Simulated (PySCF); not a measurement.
Si(H)2(NCO)(OMe) (C2H5NO2Si), SMILES CO[SiH2]N=C=O. Atoms are numbered in the order given.

```xyz
11

Si     0.7872    -0.5322     0.0000
N      0.2930     1.1088     0.0000
C     -0.1648     2.2171     0.0000
O     -0.5953     3.3059     0.0000
O     -0.5923    -1.4485     0.0000
C     -0.6336    -2.8579     0.0000
H      1.5995    -0.7879     1.2206
H      1.5995    -0.7879    -1.2206
H     -0.1460    -3.2862    -0.8959
H     -1.6869    -3.1773     0.0000
H     -0.1460    -3.2862     0.8959
```

Coordinates come from a B3LYP-D3(BJ)/def2-SVP optimisation. One conformer was computed; it need not be the lowest.

Two levels are set side by side: PBE/pcSseg-1 (PySCF) and PBE0/pcSseg-1 (PySCF). GIAO shifts against H2O (¹⁷O), NH3 (¹⁵N), TMS (²⁹Si), TMS (¹H), TMS (¹³C) at the same level; non-relativistic, no solvent, atoms listed together averaged. Differences are taken from unrounded values.

| quantity | PBE |
|---|---|
| δ(²⁹Si) of Si1 (ppm) | -48.8 |
| δ(¹⁵N) of N2 (ppm) | 51.9 |
| δ(¹³C) of C3 (ppm) | 123.7 |
| δ(¹⁷O) of O4 (ppm) | 151.1 |
| δ(¹⁷O) of O5 (ppm) | 29.1 |
| δ(¹³C) of C6 (ppm) | 55.5 |
| δ(¹H) of H7, H8 (ppm) | 5.37 |

Problem. These are the PBE values. What does PBE0 give? (Estimate from the structure and the level; the computed values follow.)

Solution. 
```tsv
quantity	PBE0	PBE minus PBE0
δ(²⁹Si) of Si1 (ppm)	-45.9	-2.9
δ(¹⁵N) of N2 (ppm)	47.1	4.8
δ(¹³C) of C3 (ppm)	128.9	-5.2
δ(¹⁷O) of O4 (ppm)	144.9	6.2
δ(¹⁷O) of O5 (ppm)	15.4	13.8
δ(¹³C) of C6 (ppm)	53.8	1.7
δ(¹H) of H7, H8 (ppm)	5.12	0.25
```

Rough cost on one machine, each run with all the roots and properties that it gave: PBE0 against PBE within a factor of 2.
